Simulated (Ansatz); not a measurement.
Pulling on the Se3–H4 bond in CdFHSe (SMILES [F][Cd][SeH]) (multiplicity 1 held, fragments rigid). Energies count from the point at 1.473 Å.
Geometry at that point (charge 0, multiplicity 1):
```xyz
4

Cd     0.4182    -0.5398     0.2903
F      1.5232    -1.9575     1.0651
Se    -0.9710     1.2188    -0.7056
H     -0.7684     2.0868     0.4677
```

R- and RO- levels are restricted; in cc, def2 and unpolarised 6-31G sets they are followed outwards from rest. Active spaces are followed from a long bond inwards. Curves can end on different states.

Frozen-core correlation. Filled d and f shells under p-block atoms count as core.

Codes used: Ansatz (Gaussian orbitals). Values without a source in brackets are computed. In def2 rows elements past Kr take small-core potentials, without spin–orbit coupling.

Energies in kcal/mol.

```csv
R (Å),R-HF/def2-SVP,R-CCSD/def2-SVP,"FIC-MRCISD on CASSCF(4,3)/def2-SVP","FIC-MRCISD+Q on CASSCF(4,3)/def2-SVP"
1.179,35.0,36.3,36.6,36.4
1.326,6.0,6.8,7.0,6.9
1.473,0.0,0.0,0.0,0.0
1.621,5.7,4.5,4.2,4.4
1.768,16.9,14.2,13.5,13.8
1.989,37.4,31.4,29.8,30.3
2.210,58.1,47.4,44.7,45.4
2.578,88.6,67.4,62.3,63.3
2.947,113.3,79.1,71.5,72.6
3.389,135.8,85.9,75.9,77.1
3.978,156.8,89.1,77.5,78.8
4.715,172.8,90.3,77.8,79.2
```

Doubts at one or more of the structures used: a restricted determinant that unrestricted orbitals would lower (R-HF/def2-SVP, R-CCSD/def2-SVP); other coupled-cluster roots lie near (R-CCSD/def2-SVP); active orbitals that take no part (FIC-MRCISD on CASSCF(4,3)/def2-SVP, FIC-MRCISD+Q on CASSCF(4,3)/def2-SVP).

Ansatz is an electronic-structure program.
